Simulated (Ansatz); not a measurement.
Basis-set extrapolation for `N[Si]1(O)CC1` (PBE0-D4/def2-TZVP geometry, frozen core, Ansatz 0.2.0). Multiplicity 1, RHF reference.

```json
{"": "HF", "def2-TZVPP": "-498.201053", "def2-QZVPP": "-498.220484"}
{"": "MP2 correlation", "def2-TZVPP": "-0.912736", "def2-QZVPP": "-0.978524"}
{"": "CCSD(T) correlation", "def2-TZVPP": "-0.985165", "def2-QZVPP": "not run"}
```

Energies in hartree. Use E(X) = E(∞) + A·exp(−7.88·√X) for Hartree–Fock and E(X) = E(∞) + B·X^(−2.97) for correlation, with X = 3 and 4, and add CCSD(T) minus MP2 of the smaller set to the MP2 limit.

Problem. What is the CCSD(T) energy at the basis-set limit?

Solution. HF limit: -498.220484 + (-0.019431) × 0.13774 = -498.22316. MP2 limit: -0.978524 + (-0.065788) × 0.74074 = -1.02726. Higher-order term: -0.985165 − (-0.912736) = -0.07243. Total: -499.32285 hartree, 85.7 kcal/mol below CCSD(T)/def2-TZVPP.
